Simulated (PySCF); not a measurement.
F3Ga. Atoms are numbered in the order given.

```xyz
4

Ga     0.0000     0.0000     0.0000
F     -1.7274     0.0000     0.0000
F      0.8637     1.4959     0.0000
F      0.8637    -1.4959     0.0000
```

Geometry: PBE0-D3(BJ)/def2-SVP. The isomer is the one that the SMILES or the coordinates give; other isomers of the formula were not compared.

These are PBE/def2-TZVPD run with PySCF values and carry that method's errors.

Symmetry labels are those of the subgroup C2v that the program uses (full group D3h).

Computed valence orbital energies around the gap with their symmetry:
| orbital | symmetry | energy (eV) |
|---|---|---|
| HOMO−7 | A1 | -11.31 |
| HOMO−6 | B1 | -11.31 |
| HOMO−5 | B2 | -10.60 |
| HOMO−4 | A2 | -9.96 |
| HOMO−3 | B2 | -9.96 |
| HOMO−2 | B1 | -9.88 |
| HOMO−1 | A1 | -9.88 |
| HOMO | B1 | -9.75 |
| LUMO | A1 | -3.54 |
| LUMO+1 | B2 | -1.81 |
| LUMO+2 | A1 | 0.57 |
| LUMO+3 | B1 | 0.57 |
